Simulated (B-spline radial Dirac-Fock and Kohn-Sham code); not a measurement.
**Dipole and non-dipole photoemission parameters of Xe²⁺ 5p3/2**

System: the Xe²⁺ ion, [Kr] 4d10 5s2 5p4; threshold 29.92 eV (orbital energy of the model). The computed values come from an atomic code on a B-spline grid: Dirac-Hartree-Slater photoionisation with a Latter tail; cross sections with all multipoles, angular parameters from the dipole term and its interference with E2.

For linearly polarised light dσ/dΩ = σ/(4π) [1 + β P₂(cos θ) + (δ + γ cos²θ) sin θ cos φ], with θ from the polarisation vector and φ the angle between the beam and the projection of the electron momentum on the plane normal to the polarisation.

```
hν (eV)  σ (kb)      β       γ       δ
   50.6     383  0.695   0.296  -0.032
   54.7     308  0.474   0.287  -0.033
     60     247  0.240   0.263  -0.031
    111    95.8  0.033  -0.057   0.019
    139    75.2  0.345  -0.036   0.028
    149    69.7  0.439  -0.016   0.028
    187    54.4  0.725   0.063   0.026
    204    49.6  0.826   0.094   0.025
    250    39.9  1.041   0.156   0.019
    295    33.2  1.186   0.192   0.015
    298    32.8  1.194   0.194   0.015
    300    32.5  1.199   0.195   0.014
    404    22.7  1.398   0.209   0.007
    478    18.2  1.484   0.191   0.004
    600    13.2  1.574   0.143   0.001
   1180    4.43  1.715  -0.018   0.000
   1310    3.68  1.723  -0.028   0.001
   1760    2.11  1.731  -0.015   0.002
   1980    1.68  1.728   0.009   0.003
   2000    1.64  1.728   0.012   0.003
 2984.4   0.715  1.693   0.186   0.006
   4000       ?      ?       ?       ?
   4210   0.331  1.639   0.438   0.012
   4430   0.294  1.629   0.483   0.013
   4450   0.290  1.628   0.487   0.013
   6310   0.124  1.546   0.836   0.026
   6420   0.119  1.542   0.855   0.027
 8047.8  0.0663  1.476   1.110   0.040
  15000  0.0118  1.249   1.854   0.108
```

Problem. Give the values at 4000 eV.

Solution. σ = 0.372 kb, β = 1.648, γ = 0.395, δ = 0.011.
